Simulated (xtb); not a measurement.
BH₃N, SMILES B[NH] (connectivity only; charge and spin as stated), charge -1, multiplicity 1. All values are semi-empirical tight-binding results from xtb (GFN2-xTB unless named), good for trends rather than for accurate numbers. Coordinates come from a GFN2-xTB optimisation. The multiplicity is an assumed one; other spin states were not compared. The isomer is the one that the SMILES or the coordinates give; other isomers of the formula were not compared.

The point group as xtb finds it is Cs. The orbital gap is 5.23 eV and the zero-point energy comes out as 19.0 kcal/mol. The G − E(el) at 298.15 K (modified RRHO) is 5.2 kcal/mol. The static polarisability (D4 model) is 35.5 bohr³ and the solvation energy, GFN2-xTB/ALPB(water) is -73.5 kcal/mol. The solvation energy, GFN2-xTB/ALPB(acetonitrile) comes out as -65.2 kcal/mol.

Computed IR lines (harmonic; lines under 4 % of the strongest left out, lines within 3 cm⁻¹ merged):
ν (cm⁻¹): 793 (w), 825 (m), 1110 (m), 1171 (m), 1475 (m), 1749 (vs), 2124 (s), 3183 (m) (against the strongest line: vs over 80 %, s over 45 %, m over 15 %, w over 4 %, vw less)
